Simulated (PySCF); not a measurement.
Compound: C₇H₇O₂ (doublet state).
Atom-mapped SMILES: `[CH3:1][C:2]1=[C:3][C:4](=[O:5])[C:6](=[O:7])[CH2:8][CH2:9]1` (hydrogens: H10, H11, H12 on C1; H13, H14 on C8; H15, H16 on C9)

Cartesian coordinates in Å at the GFN2-xTB level; atoms count from 1:
```xyz
16
C7H7O2 angstrom
C      2.2238    0.6141   -0.1420
C      0.7462    0.4146   -0.1698
C     -0.1338    1.3957   -0.2644
C     -1.5166    1.3691   -0.3164
O     -2.4115    1.9331   -0.8839
C     -1.7044    0.1964    0.7259
O     -1.9976    0.3665    1.8700
C     -1.2694   -1.0846    0.0532
C      0.2569   -1.0268   -0.0783
H      2.6981    0.0406   -0.9381
H      2.6278    0.2620    0.8072
H      2.4715    1.6643   -0.2623
H     -1.5815   -1.9368    0.6565
H     -1.7354   -1.1444   -0.9319
H      0.7135   -1.4661    0.8117
H      0.6048   -1.5887   -0.9488
```

The calculation used UKS B3LYP, pcH-1 on C H O, non-relativistic, mean-field spin-orbit, GIAO in PySCF 2.14.0. One conformer (not necessarily the lowest) at the GFN2-xTB geometry, without solvent, vibrations or thermal averaging. The geometry wasn't refined by DFT: couplings that depend on bond lengths, twists or pyramidal angles can differ widely from those at the functional's own minimum. Stability of the SCF solution: not tested.

Question: Match the computed a_iso(13C) values +144.1, +56.1, +51.9, +36.0, -27.0, -11.7, -4.4 MHz with the sites C1; C2; C3; C4; C6; C8; C9.

Answer: 
```tsv
site	a_iso (MHz)	ρ(0) (bohr⁻³)	position	distance from C3 (Å)	spin population	largest |T| (MHz)
C1	+36.0	+0.0320	2 bonds from C3	2.49	+0.03	6.8
C2	-11.7	-0.0104	1 bond from C3	1.32	-0.05	9.5
C3	+144.1	+0.1282	largest spin population	0.00	+0.69	111.3
C4	-27.0	-0.0240	1 bond from C3	1.38	-0.01	22.5
C6	+56.1	+0.0499	2 bonds from C3	2.21	+0.06	21.4
C8	-4.4	-0.0039	3 bonds from C3	2.75	0.00	2.5
C9	+51.9	+0.0461	2 bonds from C3	2.46	+0.05	11.1
```

Question: Match the computed a_iso(17O) values -12.6, -10.4 MHz with the sites O5; O7.

Answer: 
| site | a_iso (MHz) | ρ(0) (bohr⁻³) | position | distance from C3 (Å) | spin population | largest \|T\| (MHz) |
| --- | --- | --- | --- | --- | --- | --- |
| O5 | -12.6 | +0.0208 | 2 bonds from C3 | 2.42 | +0.12 | 51.8 |
| O7 | -10.4 | +0.0171 | 3 bonds from C3 | 3.01 | +0.10 | 40.7 |

Question: The isotropic 1H couplings, averaged over equivalent nuclei, are +7.1, -2.6, -0.4 MHz. Assign them to H10/H11/H12; H13/H14; H15/H16.

Answer: 
```tsv
site	a_iso (MHz)	ρ(0) (bohr⁻³)	position	distance from C3 (Å)	bound to	spin population there	largest |T| (MHz)
H10/H11/H12	-0.4	-0.0001	3 bonds from C3	3.00	C1	+0.03	4.8
H13/H14	-2.6	-0.0006	4 bonds from C3	3.41	C8	0.00	3.5
H15/H16	+7.1	+0.0016	3 bonds from C3	3.16	C9	+0.05	4.3
```

ρ(0) is the spin density at the nucleus and T the dipolar tensor; entries for several nuclei are means. The largest Mulliken spin populations are on C3 (+0.69), O5 (+0.12), O7 (+0.10) and C6 (+0.06). No atom but C3 exceeds +0.15.

Examples of negative spin density at the nucleus (bohr⁻³): C4 (-0.0240), C2 (-0.0104) and C8 (-0.0039).

Class means assume fast exchange of nuclei equivalent by connectivity; if that motion is slow, each nucleus keeps its own coupling. The three 1H nuclei of mean -0.4 MHz run from -6.8 to 8.1 MHz in the frozen geometry. The 1H value of +7.1 MHz is a mean of couplings from -7.2 to 21.4 MHz in this one geometry, not an average over conformers.
